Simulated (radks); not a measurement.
Results of a calculation; reference values are marked as such.
Species: I2+. Configuration: [Kr] 4d10 5p(up 2.5, down 2.5) 5s(up 0, down 0) (fractional occupations, a model configuration).

Level of theory: scalar-relativistic Kohn-Sham, PBE, spin-polarised, spherical densities, point nucleus (a radial shooting solver on a logarithmic mesh with Libxc functionals).

Energy parts (eV):
part                       energy
total                 -193592.740
kinetic                203210.932
electron-nucleus      -467283.287
Hartree                 75384.841
exchange-correlation    -4905.227

Orbitals (lengths in bohr, moments of r in powers of bohr; <r^-3> diverges for s and p1/2):
| orbital | occ. | eigenvalue (eV) | <r^-3> |
|---|---|---|---|
| 1s | 2 | -33008.62 | - |
| 2s | 2 | -5119.653 | - |
| 2p | 6 | -4597.337 | 5772 |
| 3s | 2 | -1051.942 | - |
| 3p | 6 | -882.7030 | 1103 |
| 3d | 10 | -629.3205 | 152.0 |
| 4s | 2 | -203.7493 | - |
| 4p | 6 | -150.6787 | 215.6 |
| 4d | 10 | -73.1949 | 22.53 |
| 5s | 0 | -37.4895 | - |
| 5p | 5 | -25.7068 | 26.55 |

The highest occupied level is 5p at -25.707 eV. The configuration is held as typed, so some empty levels lie below it. Summed over all electrons, <r^2> = 43.92 bohr^2, which gives a Langevin (diamagnetic) susceptibility term of -34.8 x 10^-6 cm^3/mol. The density falls to 0.001 e/bohr^3 at r = 4.01 bohr.
